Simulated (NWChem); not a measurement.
System: C$_{3}$H$_{6}$OSi; SMILES [SiH2]1COC=C1

The following NWChem deck was run.

```
start job
memory heap 200 mb stack 900 mb global 1100 mb
geometry units angstroms noautoz
  C      0.791453     1.211125     0.000000
  C      1.346440    -0.017559     0.000000
  Si    -0.033383    -1.245102     0.000000
  C     -1.301560     0.198768     0.000000
  O     -0.533307     1.411288     0.000000
  H      1.339163     2.160136     0.000000
  H      2.430031    -0.134277     0.000000
  H     -0.146887    -2.126837     1.204308
  H     -0.146887    -2.126837    -1.204308
  H     -1.953172     0.212654     0.888156
  H     -1.953172     0.212654    -0.888156
end
basis spherical
  C library def2-svp
  Si library def2-svp
  O library def2-svp
  H library def2-svp
end
dft
  xc m06
  iterations 150
  mulliken
end
task dft energy
```

Parts of the log:

```
             Northwest Computational Chemistry Package (NWChem) 7.3.0
             --------------------------------------------------------

 CS  symmetry detected

                             Geometry "geometry" -> ""
                             -------------------------

 Output coordinates in angstroms (scale by  1.889725989 to convert to a.u.)

  No.       Tag          Charge          X              Y              Z
 ---- ---------------- ---------- -------------- -------------- --------------
    1 C                    6.0000     0.80699314     1.19394883     0.00000000
    2 C                    6.0000     1.34928543    -0.04039068     0.00000000
    3 Si                  14.0000    -0.04311773    -1.25364530     0.00000000
    4 C                    6.0000    -1.29634400     0.20322031     0.00000000
    5 O                    8.0000    -0.51563321     1.40775677     0.00000000
    6 H                    1.0000     1.36445641     2.13726363     0.00000000
    7 H                    1.0000     2.43161573    -0.16827209     0.00000000
    8 H                    1.0000    -0.16570459    -2.13416346     1.20430800
    9 H                    1.0000    -0.16570459    -2.13416346    -1.20430800
   10 H                    1.0000    -1.94777824     0.22382236     0.88815600
   11 H                    1.0000    -1.94777824     0.22382236    -0.88815600

 Effective nuclear repulsion energy (a.u.)     222.2071662072

      Symmetry information
      --------------------

 Group name             Cs
 Group number              2
 Group order               2
 No. of unique centers     9

                                 NWChem DFT Module
                                 -----------------

 Summary of "ao basis" -> "ao basis" (spherical)
 ------------------------------------------------------------------------------
       Tag                 Description            Shells   Functions and Types
 ---------------- ------------------------------  ------  ---------------------
 C                          def2-svp                 6       14   3s2p1d
 Si                         def2-svp                 8       18   4s3p1d
 O                          def2-svp                 6       14   3s2p1d
 H                          def2-svp                 3        5   2s1p

      Symmetry analysis of basis
      --------------------------

        a'         71
        a"         33

            General Information
            -------------------
          SCF calculation type: DFT
          Wavefunction type:  closed shell.
          No. of atoms     :    11
          No. of electrons :    46
           Alpha electrons :    23
            Beta electrons :    23
          Charge           :     0
          Spin multiplicity:     1
          Use of symmetry is: on ; symmetry adaption is: on
          Maximum number of iterations: 150
          AO basis - number of functions:   104
                     number of shells:    50
          Convergence on energy requested:  1.00D-06
          Convergence on density requested:  1.00D-05
          Convergence on gradient requested:  5.00D-04

              XC Information
              --------------
                          M06 Method XC Functional
                     Hartree-Fock (Exact) Exchange  0.270
                           M06 Exchange Functional  1.000
                         M06 Correlation Potential  1.000

             Grid Information
             ----------------
          Grid used for XC integration:  medium
          Radial quadrature: Mura-Knowles
          Angular quadrature: Lebedev.
          Tag              B.-S. Rad. Rad. Pts. Rad. Cut. Ang. Pts.
          ---              ---------- --------- --------- ---------
          C                   0.70       49          10.0       434
          Si                  1.10       88          10.0       590
          O                   0.60       49          10.0       434
          H                   0.35       45          12.0       434
          Grid pruning is: on
          Number of quadrature shells:   464
          Spatial weights used:  Erf1

      Superposition of Atomic Density Guess
      -------------------------------------

 Sum of atomic energies:        -479.29980384

      Non-variational initial energy
      ------------------------------

 Total energy =    -482.147813
 1-e energy   =   -1099.262845
 2-e energy   =     394.907866
 HOMO         =      -0.274060
 LUMO         =       0.029535

      Symmetry analysis of molecular orbitals - initial
      -------------------------------------------------

  Numbering of irreducible representations:

     1 a'          2 a"

  Orbital symmetries:

     1 a'          2 a'          3 a'          4 a'          5 a'
     6 a'          7 a'          8 a"          9 a'         10 a'
    11 a'         12 a'         13 a'         14 a'         15 a'
    16 a"         17 a'         18 a'         19 a"         20 a"
    21 a'         22 a'         23 a"         24 a"         25 a'
    26 a'         27 a'         28 a'         29 a"         30 a'
    31 a'         32 a'         33 a"

     ---------------------------------------------
      Total Density - Mulliken Population Analysis
     ---------------------------------------------

    Atom       Charge   Shell Charges
 -----------   ------   -------------------------------------------------------
    1 C    6     5.61   1.99  0.94  0.23  1.71  0.68  0.07
    2 C    6     6.62   1.99  0.99  0.33  2.13  1.15  0.02
    3 Si  14    13.43   2.00  1.99  1.00  0.25  5.94  1.12  0.95  0.18
    4 C    6     6.07   1.99  0.94  0.28  1.86  0.96  0.04
    5 O    8     8.50   1.99  1.10  0.66  2.92  1.82  0.01
    6 H    1     0.92   0.68  0.22  0.02
    7 H    1     0.88   0.65  0.20  0.03
    8 H    1     1.08   0.70  0.37  0.01
    9 H    1     1.08   0.70  0.37  0.01
   10 H    1     0.90   0.68  0.20  0.02
   11 H    1     0.90   0.68  0.20  0.02

   convergence    iter        energy       DeltaE   RMS-Dens  Diis-err
 ---------------- ----- ----------------- --------- --------- ---------
 d= 0,ls=0.0,diis     1   -482.1787657868 -7.04D+02  7.54D-03  5.22D-01
 d= 0,ls=0.0,diis     2   -482.2021182199 -2.34D-02  4.30D-03  3.16D-01
 d= 0,ls=0.0,diis     3   -482.2266302984 -2.45D-02  2.09D-03  6.64D-02
 d= 0,ls=0.0,diis     4   -482.2345422257 -7.91D-03  5.94D-04  4.87D-03
 d= 0,ls=0.0,diis     5   -482.2351133314 -5.71D-04  2.10D-04  6.41D-04
  Resetting Diis
 d= 0,ls=0.0,diis     6   -482.2351756775 -6.23D-05  6.55D-05  2.97D-05
 d= 0,ls=0.0,diis     7   -482.2351788689 -3.19D-06  3.42D-05  4.39D-06
 d= 0,ls=0.0,diis     8   -482.2351784587  4.10D-07  1.94D-05  7.78D-06
 d= 0,ls=0.0,diis     9   -482.2351794331 -9.74D-07  2.88D-06  1.69D-07

         Total DFT energy =     -482.235179433073
      One electron energy =    -1103.250964178546
           Coulomb energy =      446.668969369746
    Exchange-Corr. energy =      -47.860350831449
 Nuclear repulsion energy =      222.207166207177

 Numeric. integr. density =       46.000038322276

                  Occupations of the irreducible representations
                  ----------------------------------------------

                     irrep           alpha         beta
                     --------     --------     --------
                     a'               18.0         18.0
                     a"                5.0          5.0

                       DFT Final Molecular Orbital Analysis
                       ------------------------------------

 Vector   21  Occ=2.000000D+00  E=-3.444783D-01  Symmetry=a'
              MO Center=  4.1D-01, -5.0D-01,  5.6D-14, r^2= 3.5D+00
   Bfn.  Coefficient  Atom+Function         Bfn.  Coefficient  Atom+Function
  ----- ------------  ---------------      ----- ------------  ---------------
    37     -0.263690   3 Si py               19      0.261481   2 C  py
    18      0.209545   2 C  px               85      0.179985   8 H  s
    90      0.179985   9 H  s                 5     -0.174221   1 C  py
    75     -0.161735   6 H  s                40     -0.158190   3 Si py
    34      0.145458   3 Si py               65     -0.146053   5 O  py

 Vector   22  Occ=2.000000D+00  E=-3.126250D-01  Symmetry=a'
              MO Center= -3.7D-01,  6.9D-02,  9.2D-16, r^2= 2.9D+00
   Bfn.  Coefficient  Atom+Function         Bfn.  Coefficient  Atom+Function
  ----- ------------  ---------------      ----- ------------  ---------------
    51      0.315693   4 C  py               65     -0.261071   5 O  py
    36      0.242737   3 Si px               50     -0.214103   4 C  px
    19     -0.207467   2 C  py               68     -0.198603   5 O  py
    39      0.174745   3 Si px               54      0.147143   4 C  py
    49     -0.143592   4 C  s                33     -0.133443   3 Si px

 Vector   23  Occ=2.000000D+00  E=-2.467577D-01  Symmetry=a"
              MO Center=  5.5D-01,  3.4D-01,  7.8D-16, r^2= 2.9D+00
   Bfn.  Coefficient  Atom+Function         Bfn.  Coefficient  Atom+Function
  ----- ------------  ---------------      ----- ------------  ---------------
    20      0.395824   2 C  pz               66     -0.361965   5 O  pz
    23      0.313434   2 C  pz               69     -0.302036   5 O  pz
     6      0.247009   1 C  pz                9      0.143948   1 C  pz
    86     -0.124761   8 H  s                91      0.124761   9 H  s
    85     -0.116676   8 H  s                90      0.116676   9 H  s

[...]
```

Level: M06/def2-SVP. Coordinates come from a PBE0/def2-SVP optimisation.
